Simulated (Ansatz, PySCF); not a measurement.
CH8Cl2N2Si2, singlet, at a GFN2-xTB geometry. Base run: CASSCF(4,6)/STO-3G in PySCF.

Input for PySCF:
```python
from pyscf import gto, scf, mcscf
import numpy

mol = gto.Mole()
mol.atom = '''
    Si    0.94930196   -0.62070765   -0.22743825
    Cl    0.63491230   -1.53536040    1.52956774
    Cl    2.51169897    0.64485585   -0.07901193
    N    -0.47131871    0.25552339   -0.63478612
    C    -0.38744251    1.08885485   -1.82388728
    Si   -1.96369228    0.22096520    0.30676740
    N    -3.25142476    1.08137201   -0.42909507
    H     1.27707831   -1.61825588   -1.23902589
    H    -0.16636606    0.48430445   -2.70596903
    H     0.39971212    1.83828644   -1.72076407
    H    -1.33294070    1.59967798   -1.98399855
    H    -1.73197078    0.89167292    1.58230478
    H    -2.39764105   -1.17091536    0.36659240
    H    -3.27063187    2.08643203   -0.41189042
    H    -3.68430758    0.73237192   -1.26681436
'''
mol.basis = 'sto-3g'
mol.verbose = 4
mol.build()

mf = scf.RHF(mol)
mf.kernel()
mc = mcscf.CASSCF(mf, 6, 4)
mc.fix_spin_(ss=0.0)
mc.kernel()
occ = numpy.linalg.eigvalsh(mc.fcisolver.make_rdm1(mc.ci, mc.ncas, mc.nelecas))[::-1]
ss = mc.fcisolver.spin_square(mc.ci, mc.ncas, mc.nelecas)[0]
print('natural occupations', occ.round(4), ' <S^2>', round(ss, 4))
```

Programs used: Ansatz (a program for electronic structure), PySCF; a row that names a program was run with it.

Each row names what was changed in the base input (with any setting that the change needs).

```
change                                  ΔE vs base (kcal/mol)                           natural occupations  <S^2> of the state
--------------------------------------  ---------------------  --------------------------------------------  ------------------
base                                                    0.000                 1.98 1.98 0.02 0.02 0.00 0.00                0.00
start = MP2 natural orbitals                            -1.60                 1.98 1.98 0.02 0.02 0.00 0.00                0.00
active space = 8 electrons, 9 orbitals                 -24.54  1.99 1.98 1.98 1.97 0.03 0.02 0.02 0.02 0.00                0.00
active space = 6 electrons, 5 orbitals                   8.54                      2.00 1.99 1.99 0.02 0.01                0.00
orbitals = fixed (CASCI)                                18.60                 2.00 2.00 0.00 0.00 0.00 0.00                0.00
code = ansatz                                           -1.59                                             -                   -
active space = 4 electrons, 4 orbitals                   9.56                           1.99 1.99 0.02 0.01                0.00
conv_tol = 1e-5                                         0.007                 1.98 1.98 0.02 0.02 0.00 0.00                0.00
solver = newton                                          5.51                 1.99 1.98 0.02 0.01 0.00 0.00                0.00
correction = SC-NEVPT2                                 -123.6                 1.98 1.98 0.02 0.02 0.00 0.00                0.00
active space = 2 electrons, 3 orbitals                  14.80                                1.99 0.01 0.00                0.00
```

Active orbitals are taken around the Fermi level unless the row says otherwise; CASSCF can end in different local minima, and two programs can end on different orbitals. State-averaged rows give the lowest state.
